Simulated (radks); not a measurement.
Results of a calculation; reference values are marked as such.
Orbital eigenvalues (eV) of the thallium ion Tl+, [Hg], at several levels of relativity; Dirac values are averaged over j with weights 2j + 1. Spin-unpolarised spherical Kohn-Sham, BLYP, point nucleus unless stated (finite: rms radius 5.4759 fm), a radial shooting solver on a logarithmic mesh with Libxc functionals. A level marked "c x" has the speed of light scaled by that factor.

shell  non-rel.  scalar-rel., finite nucleus  Dirac, finite nucleus  Dirac, c x 1.5  change of magnitude, last against first (%)
2p       -12454                       -13121                 -13228          -12763                                        +2.48
3s      -3070.5                      -3644.8                -3634.9         -3291.8                                        +7.21
3p      -2840.4                      -3032.4                -3055.3         -2927.4                                        +3.06
3d      -2410.7                      -2396.4                -2389.9         -2403.0                                        -0.32
4s      -673.78                      -818.73                -816.47         -729.24                                        +8.23
4p      -573.36                      -617.89                -623.98         -593.62                                        +3.53
4d      -388.16                      -382.09                -381.08         -385.35                                        -0.72
4f      -138.12                      -121.15                -120.74         -130.57                                        -5.46
5s      -110.56                      -138.10                -137.75         -120.97                                        +9.42
5p      -77.522                      -83.235                -84.550         -80.242                                        +3.51
5d      -25.121                      -22.575                -22.589         -24.028                                        -4.35
6s      -13.867                      -16.294                -16.293         -14.759                                        +6.43
